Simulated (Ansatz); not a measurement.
One change: `[SiH3][GeH2][SH]` becomes `[SH][GeH2][SH]`.

Ansatz, PBE0-D4/def2-TZVP geometries, multiplicity 1. Each molecule was computed in one conformer, which needn't be the lowest.

Scalar relativity is left out up to krypton.

```
                                                                                  property  `[SiH3][GeH2][SH]`
                                                     HOMO–LUMO gap (B3LYP/def2-TZVPP) / eV                6.47
ideal-gas entropy at 298 K and 1 bar (rigid rotor, harmonic PBE0-D4/def2-TZVP) / J/(mol·K)                 354
                                                     HOMO energy (ωB97M-V/def2-TZVPP) / eV               -9.47
                                                         HOMO energy (PBE/def2-TZVPP) / eV               -6.04
                                                       LUMO energy (B3LYP/def2-TZVPP) / eV               -0.54
                                                     LUMO energy (ωB97M-V/def2-TZVPP) / eV                1.46
```

(1) What does the change do to each property? (Best estimate.)

## Answers

(1) The calculation gave: 
| property | `[SH][GeH2][SH]` | shift |
| --- | --- | --- |
| HOMO–LUMO gap (B3LYP/def2-TZVPP) / eV | 6.30 | -0.17 |
| ideal-gas entropy at 298 K and 1 bar (rigid rotor, harmonic PBE0-D4/def2-TZVP) / J/(mol·K) | 338 | -16 |
| HOMO energy (ωB97M-V/def2-TZVPP) / eV | -9.50 | -0.03 |
| HOMO energy (PBE/def2-TZVPP) / eV | -6.13 | -0.09 |
| LUMO energy (B3LYP/def2-TZVPP) / eV | -0.78 | -0.24 |
| LUMO energy (ωB97M-V/def2-TZVPP) / eV | 1.42 | -0.04 |

With PBE0 the HOMO falls by 0.08 eV and the LUMO falls by 0.17 eV, so the gap narrows by about 0.09 eV. PBE moves the HOMO by -0.09 eV and ωB97M-V by -0.03 eV. The zero-point energy changes by -39.6 kJ/mol with -6 modes.

B3LYP here is the variant with VWN-RPA as its local correlation; programs differ in this.
